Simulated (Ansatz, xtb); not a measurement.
# Isomers of C8H10 in order of energy

7 gas-phase structures of C8H10, from a drawn sample of its isomers (lower ones may exist). Each was relaxed with GFN2-xTB; where two conformers were screened, the lower at r2SCAN-D4/def2-SVP is listed:

A. `Cc1ccc(C)cc1`, a singlet
B. `Cc1ccccc1C`, a singlet
C. `C=CCC1C=CC=C1`, a singlet
D. `CC1=C[C@@H]2C(C)=C[C@H]12`, a singlet
E. `CC1C=CC=CC=C1`, a singlet
F. `CCc1ccccc1`, a singlet
G. `Cc1cccc(C)c1`, a singlet

**Question.** Which do you expect lowest at r2SCAN-D4/def2-SVP, and how would the others follow?

**Answer.** Calculated order at r2SCAN-D4/def2-SVP: B (0.0), G (0.4), A (0.5), F (3.1), E (37.5), C (50.9), D (78.3) kcal/mol. Less than 1 kcal/mol parts B and G; G and A, so the order within those pairs means little.

Energies above the lowest of each column, in kcal/mol; the last columns are at PBE-D3(BJ)/def2-SVP geometries and were run for some of them only (a dash: not run or not comparable):

```tsv
structure	GFN2-xTB	HF/STO-3G	r2SCAN-D4/def2-SVP	PBE-D3(BJ)/def2-SVP	CCSD(T)/def2-SVP + ΔMP2/def2-TZVPP
B	0.2	0.6	0.0	0.0	0.0
G	0.0	0.0	0.4	0.5	0.3
A	0.1	0.0	0.5	0.5	0.4
F	3.9	2.5	3.1	3.0	2.3
E	35.4	50.4	37.5	35.1	33.3
C	44.8	57.6	50.9	–	–
D	58.9	71.1	78.3	–	–
```

CCSD(T)/def2-SVP + ΔMP2/def2-TZVPP has A and B and G within 1 kcal/mol of each other at the bottom, and every level picks one of them. Flexible structures stand in one conformer each, not always the lowest. G keeps a small imaginary mode. A keeps a small imaginary mode. Frequencies (GFN2-xTB) were run for A, B, E, F, G alone. ΔMP2 is the change of the MP2 energy from the smaller to the larger basis.

Over these structures GFN2-xTB departs from r2SCAN-D4/def2-SVP by 5.0 kcal/mol on average once a common shift is removed. A GFN2-xTB relaxation took about 0.088 s and the r2SCAN-D4/def2-SVP energy about 1.7 s on a shared host (Ansatz 0.2.0, xtb 6.7.1).
